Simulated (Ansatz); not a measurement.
Two isomers of C4H3F3: A = `FC1=C[C@H](F)[C@H]1F`, B = `C=C(F)C=C(F)F`.

Gas-phase electronic energies from Ansatz, PBE0-D4/def2-TZVP geometries. CBS: MP2 limit from def2 TZ/QZ plus the TZ coupled-cluster correction, frozen cores. DFT in def2-TZVPP. B3LYP here is the variant with VWN-RPA as its local correlation; programs differ in this. Each species was taken in one conformer, which may not be the lowest.

Question: Which isomer does CCSD(T)/CBS put lower? Give the gap. (Estimate.)

Answer: Computed: B, by 8.8 kcal/mol.

Question: Give E(B) − E(A) in kcal/mol with PBE-D4, BLYP-D4, CCSD/def2-TZVPP, r2SCAN-D4, CCSD(T)/def2-SVP, MP2/def2-TZVPP, B3LYP. (Best estimate.)

Answer: Computed: PBE-D4 -11.3, BLYP-D4 -16.1, CCSD/def2-TZVPP -9.2, r2SCAN-D4 -13.6, CCSD(T)/def2-SVP -12.7, MP2/def2-TZVPP -8.5, B3LYP -14.1. None reverses the order clearly.

Question: Does the order hold for the free energy at 298.15 K (harmonic terms from PBE0-D4)? (Best estimate.)

Answer: Computed: Yes: G(B) − G(A) = -10.5 kcal/mol, for one conformer each.

Largest T1 diagnostic: 0.013.

In def2-TZVPP, CCSD(T) changes the Hartree–Fock value by +1.6 kcal/mol (the triples alone add −0.5 kcal/mol) and MP2 by +2.8 kcal/mol. Leaving LDA and LC-ωPBE aside and taking each functional with its dispersion term where it has one, the values, not all of them listed here, spread over 8.9 kcal/mol, from BLYP-D4 to PBE-QIDH. LDA lies +1.2 kcal/mol from PBE without D4.
